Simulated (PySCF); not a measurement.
H2, SMILES [H][H], point group D∞h.

Level: B3LYP/pcSseg-2 in PySCF (density fitting, grid level 2); geometry and Hessian at that level, cubic constants and property derivatives from steps of ±0.6 along each species' dimensionless normal coordinates, second-order vibrational perturbation theory. The parent has the commonest isotopes.

Equilibrium geometry (Å):

| atom | x | y | z |
| --- | --- | --- | --- |
| H1 | 0.3766 | -0.0120 | -0.0108 |
| H2 | -0.3655 | 0.0171 | -0.0458 |

Task: Give the equilibrium and ground-state rotational constants (MHz) of parent; ²H at 1; ²H at 1, ²H at 2.

Result: 
```json
{"species": "parent", "Be": "1.8143e+06", "B0": "1.7684e+06", "harmonic ZPE (cm⁻¹)": "2208"}
{"species": "²H at 1", "Be": "1.3611e+06", "B0": "1.3315e+06", "harmonic ZPE (cm⁻¹)": "1913"}
{"species": "²H at 1, ²H at 2", "Be": "907840", "B0": "891860", "harmonic ZPE (cm⁻¹)": "1562"}
```

Task: And its quartic centrifugal distortion constants from the harmonic force field?

Result: Linear top: D = 1.36e+06 kHz.
